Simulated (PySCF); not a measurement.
Atom-mapped SMILES (the numbers label the heavy atoms): `[CH2:1]=[CH:2][C@@H:3]1[C@@H:4]([SiH3:5])[P@@H:6]1=[S:7]`; H(Xn) means a hydrogen on atom n. Ha(C1) is cis to C3; Hb(C1) is trans to C3.

Geometry: GFN2-xTB; GIAO shifts from PySCF, gas phase, non-relativistic, averaged over equivalent atoms.

At X3LYP/pcseg-1 (155 basis functions, 20 s wall time on 1 thread of an Arm Neoverse V2, shared host):
```csv
atoms,δ (ppm)
C2,139.8
C1,120.0
C3,37.6
C4,18.7
Si5,-76.3
P6,190.2
H(C2),5.93
Ha(C1),5.56
H(P6),5.55
Hb(C1),5.49
H(Si5),3.86
H(C3),1.73
H(C4),0.53
```

δ = σ(ref) − σ, references computed at the same level: 13C (σ = 192.71 ppm) and 29Si (σ = 336.67 ppm) and 1H (σ = 31.94 ppm) vs TMS; 31P (σ = 597.89 ppm) vs PH3.

Task: What do these become at PBE0/pcSseg-1?

Result: 
| atoms | δ at PBE0/pcSseg-1 | change |
| --- | --- | --- |
| C2 | 142.6 | +2.8 |
| C1 | 124.1 | +4.1 |
| C3 | 34.5 | -3.1 |
| C4 | 15.3 | -3.4 |
| Si5 | -68.0 | +8.3 |
| P6 | -104.8 | -295.0 |
| H(C2) | 6.03 | +0.10 |
| Ha(C1) | 5.65 | +0.09 |
| H(P6) | 5.75 | +0.20 |
| Hb(C1) | 5.65 | +0.16 |
| H(Si5) | 3.94 | +0.08 |
| H(C3) | 1.65 | -0.08 |
| H(C4) | 0.57 | +0.04 |

References, each an isolated molecule treated in the same way: TMS for 13C (σref 186.93) and 29Si (σref 349.16) and 1H (σref 31.72); 31P (σref 318.38) vs H3PO4.

The largest change is at P6 (phosphorus bonded to 2 C, S, H, in a 3-membered ring). Cost: 185 basis functions, about 80 core-seconds. The order of the carbon signals is the same at both levels.
